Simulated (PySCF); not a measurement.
Gas-phase reaction: ZrCl3OH + 2 HO2 → ZrCl2(OH)2 + HOCl + 2 O

Method: PySCF energies (xtb for GFN2) plus ideal-gas RRHO corrections (1 bar). † marks an energy on the PBE0/def2-TZVP geometry and frequencies; other levels use their own. MP2 and CCSD(T) freeze the core. Open shells (unrestricted): HO2 (multiplicity 2), O (multiplicity 3, electronic degeneracy 9); the rest are closed-shell singlets. GFN2 has no spin-polarisation term. Spin-orbit splitting is ignored; it lowers the true energy and changes the entropy of O. B3LYP is the form with VWN-RPA correlation. Zr: scalar-relativistic def2 core potential, no spin-orbit coupling. ZrCl3OH, ZrCl2(OH)2: computed as isolated molecules; such fragments, hydroxides, amides, oligomers or adducts are transient or little studied in the gas. MP2 isn't extrapolated to the basis-set limit; its ΔH°(298 K) is 218.9 kJ in def2-SVP and 233.1 kJ in def2-TZVPP. CCSD(T) isn't extrapolated to the basis-set limit; its ΔH°(298 K) is 229.4 kJ in def2-SVP and 241.2 kJ in def2-TZVPP. The harmonic model lacks anharmonicity and excited electronic states, which grow with temperature; levels with a mode under 35 cm⁻¹ are left out. Soft modes under 120 cm⁻¹ make the harmonic entropy rough for ZrCl3OH, ZrCl2(OH)2.

| level | ΔE electronic, kJ | ΔH°(298 K), kJ | ΔS°(298 K), J/K | ΔG°(600 K), kJ |
|---|---|---|---|---|
| B3LYP/def2-TZVP† | 307 | 300 | 111 | 231 |
| CCSD(T)/def2-TZVPP† | 248 | 241 | 111 | 172 |
| GFN2-xTB | 861 | 854 | 124 | 777 |
| MP2/def2-TZVPP† | 240 | 233 | 111 | 164 |
| PBE0/def2-SVP† | 338 | 331 | 111 | 262 |
ΔH° is lowest at MP2/def2-TZVPP† and highest at GFN2-xTB. No reference value is set beside these.
